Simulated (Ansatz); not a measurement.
Geometry optimisation, RKS BLYP/def2-SVP in Ansatz.

Input file:

```yaml
crystal:
  periodic: [false, false, false]
  atoms:
    - { symbol: Hf, position_ang: [0.1594, -0.4111, 0.7228] }
    - { symbol: O, position_ang: [-0.7285, 0.4348, -1.5878] }
    - { symbol: S, position_ang: [1.8415, -0.7147, -0.8553] }
    - { symbol: H, position_ang: [0.4619, 0.0092, -1.7445] }
    - { symbol: O, position_ang: [0.347, 1.3591, 1.2731] }
    - { symbol: O, position_ang: [-0.752, -1.8648, 1.4761] }
    - { symbol: H, position_ang: [-0.8635, 1.1612, -2.2027] }
    - { symbol: H, position_ang: [0.8012, 1.9179, 0.6316] }
    - { symbol: H, position_ang: [-1.2669, -1.8916, 2.2868] }
basis:
  gaussian: { orbitals: def2-SVP }
hamiltonian:
  xc: blyp
relax:
  f_tol: 0.15
  max_steps: 25
  restrain:
    - { distance: [3, 1], at: 2.27, k: 30.0 }
    - { distance: [0, 1], at: 2.41, k: 30.0 }
    - { distance: [3, 2], at: 1.36, k: 30.0 }
```

Command:

```bash
$ ansatz run input.yaml --threads 2 --pin off --max-ram 3072MiB --backend cpu --events-out ev --progress --plain --runs-dir out
```

Question: Where does it end, and by what steps?

Answer: The run converged. The restraints hold the end off the free minimum. After 11 steps the energy has fallen by 2.224 eV (the restraints' own energy left out); H8 moved furthest, 1.09 Å. Parted: Hf1–H8. Joined: S3–H4.

```
step  energy less start (eV)  largest force component (eV/Å)  accepted
   0                  0.0000                           5.119       yes
   1                 -0.0971                           3.834       yes
   2                 -0.6645                           3.987       yes
   3                 -1.6815                           3.071       yes
   4                 -1.8983                           2.681       yes
   5                 -1.9922                           2.581       yes
   6                 -2.0809                           2.612       yes
   7                 -2.1806                           2.912       yes
   8                 -2.1840                           3.009       yes
   9                 -2.2095                           2.901       yes
  10                 -2.2273                           2.923       yes
  11                 -2.2242                           2.925       yes
```

```xyz
9
Properties=species:S:1:pos:R:3
Hf 0.013 -0.109 0.230
O -1.106 0.241 -1.748
S 1.929 -1.050 -0.981
H 0.993 -0.643 -1.899
O 0.468 1.535 1.141
O -0.756 -1.405 1.449
H -1.296 1.166 -1.999
H 0.836 2.260 1.665
H -1.081 -1.996 2.141
```

Run time: 37 s on 2 threads of Arm Neoverse V1, on a shared host, peak memory 0.16 GiB.
